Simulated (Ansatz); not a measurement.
The cluster Sn₃H₂. The state is a quintet with charge 0. Geometry PBE-D4/def2-SVP; atoms count from 1.

| atom | x (Å) | y (Å) | z (Å) |
| --- | --- | --- | --- |
| Sn1 | 1.007 | 1.703 | -0.548 |
| Sn2 | -1.780 | 0.370 | -0.955 |
| Sn3 | 0.117 | -0.711 | 1.525 |
| H4 | 1.468 | -0.136 | 0.156 |
| H5 | -0.813 | -1.226 | -0.177 |

In the def2 sets Sn takes a core potential; there is no spin–orbit coupling. At PBE0-D4/def2-TZVP a singlet of charge 0 lies 2.17 eV below the quintet, each at its own geometry. The structure comes from a short search, and lower isomers may exist.

Estimate the Mulliken populations from the PBE0/def2-TZVP orbitals of Ansatz.


```tsv
atom	charge (e)	spin (α − β)
Sn1	-0.01	1.53
Sn2	-0.01	1.53
Sn3	-0.01	1.02
H4	0.01	-0.04
H5	0.01	-0.04
```
Mulliken values and Mayer orders depend strongly on the basis.

Where does the spin sit?

Summed by element: Sn 4.08, H -0.08, of 4 unpaired in all. Largest on single atoms: Sn1 1.53, Sn2 1.53, Sn3 1.02.

And the Mayer bond orders between bonded heavy atoms (over 0.3)?

Sn1–Sn2 0.66 (3.12 Å); Sn1–Sn3 0.52 (3.30 Å); Sn2–Sn3 0.52 (3.30 Å).
